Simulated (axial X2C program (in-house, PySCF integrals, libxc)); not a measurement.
## Potential curves of CaCl, two-component

All values were computed with an in-house all-electron X2C program for linear molecules (integrals from PySCF). Two-component (2c) means X2C with spin–orbit coupling and atomic mean-field two-electron Coulomb and Gaunt terms. Basis: Ca dyall-cv3z [11s12p6d4f], Cl dyall-av3z [9s8p3d2f] (cores contracted in-house); Gaussian nuclei, density fitting, unrestricted open shells. Masses: Ca 39.963 u, Cl 34.969 u.

State: Ω = 1/2 (⟨Sz⟩ = 0.50, ⟨Lz⟩ = 0.00 at BHandHLYP). Energies in cm⁻¹ from the fragments at the same level (Ca + Cl). Fits are polynomials in 1 − R0/R over 0.85 to 1.23 times the lowest point R0.

```csv
R (Å),BHandHLYP,PBE0
2.1167,-26068,-29576
2.2140,-29750,-32885
2.2870,-31380,-34291
2.3600,-32279,-35007
2.4330,-32617,-35195
2.5182,-32480,-34916
2.6033,-31925,-34249
2.7128,-30792,-33008
2.8466,-29018,-31138
3.0412,-26090,-28120
```

Occupations by symmetry block were frozen at the best pattern of an incomplete PBE0 search. Dissociation energies refer to the lowest single-determinant-based atoms at the same level and basis. Density functionals use the spin component along the axis (collinear). A 2c atom that is not at its ground J level misses part of its spin–orbit lowering, and De is too large by that part (0.04 eV or less for light atoms). This holds for BHandHLYP, PBE0. The functionals have no current-density term, which raises determinants with orbital currents, atoms included.

(1) What are Re, ωe and De at the BHandHLYP level?

(2) What are Re, ωe and De at the PBE0 level?

## Answers

(1) At BHandHLYP, 2c: Re = 2.452 Å, ωe ≈ 366 cm⁻¹, De = 4.05 eV to Ca + Cl; Be follows as 0.15 cm⁻¹.

(2) At PBE0, 2c: Re = 2.427 Å, ωe ≈ 371 cm⁻¹, De = 4.36 eV to Ca + Cl; Be follows as 0.153 cm⁻¹.
